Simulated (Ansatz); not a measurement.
(Cl2Ga-mu-SH)3 (Ga3H3S3Cl6). Total charge 0; singlet. Geometry PBE-D4/def2-SVP, basis def2-TZVP, Ansatz.

```csv
run,HOMO (eV),LUMO (eV)
A,-9.21,-2.03
B,-11.75,0.01
C,-7.92,-2.83
D,-8.96,-2.16
E,-7.54,-3.03
F,-12.13,1.48
```

LC-ωPBE has ω = 0.4 bohr⁻¹. Single mean-field runs in def2-TZVP are fitted with def2-universal-jkfit.

Task: The runs used HF, LC-ωPBE, PBE, PBE0, r2SCAN, r2SCAN0. Estimate which is which.

Result: A r2SCAN0 (25 % exact exchange); B LC-ωPBE (range-separated); C r2SCAN (0 % exact exchange); D PBE0 (25 % exact exchange); E PBE (0 % exact exchange); F HF (100 % exact exchange). Exact exchange lowers occupied and raises empty levels; among semilocal functionals meta-GGAs tend to open the gap a little, and such runs are hard to tell apart. The gap grows from 4.50 eV (PBE) to 13.61 eV (HF).
